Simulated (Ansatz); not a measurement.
F4Ti (SMILES [F][Ti]([F])([F])[F]), singlet, geometry from GFN2-xTB (such geometries of metal compounds can be far from the true shape); PBE/pcseg-0 run with Ansatz (a first-principles code).

Input for Ansatz:
Ansatz 0.2 input:
```yaml
crystal:
  periodic: [false, false, false]
  atoms:
    - {symbol: Ti, position_ang: [-0.00000000, 0.00000000, -0.00000000]}
    - {symbol: F, position_ang: [1.09605918, 0.78825549, -1.02006553]}
    - {symbol: F, position_ang: [0.83942245, -1.05573028, 1.02177770]}
    - {symbol: F, position_ang: [-1.10669132, -0.87768495, -0.93173471]}
    - {symbol: F, position_ang: [-0.82879031, 1.14515974, 0.93002254]}
basis:
  gaussian:
    orbitals: pcseg-0.json
hamiltonian:
  xc: pbe
```
The basis file holds pcseg-0 in the JSON format of the Basis Set Exchange.

Output, abridged:

```
Functional definition: PBE
736 factors; integrals over basis functions are off by at most 1.5e-4 eV
mean field evaluation 1: about -33892.5516 eV, gradient 6.2e1 eV
mean field evaluation 2: about -33724.0145 eV, gradient 3.6e2 eV
mean field evaluation 4: about -33897.5907 eV, gradient 1.4e1 eV
mean field evaluation 8: about -33897.9757 eV, gradient 1.8e-1 eV
mean field evaluation 16: about -33897.9758 eV, gradient 2.8e-5 eV
mean field -33897.97578422 eV, -1245.7276331969 hartree, gradient 2.8e-5 eV, S^2 0.000000; 0 other end points of the search recorded, 0 dependent functions left out
reference -33897.97586221 eV, -1245.7276360629 hartree; 29, 29 occupied and 31, 31 virtual orbitals, 736 factors
Total energy: -33897.97586221 eV, -1245.7276360629 hartree
```
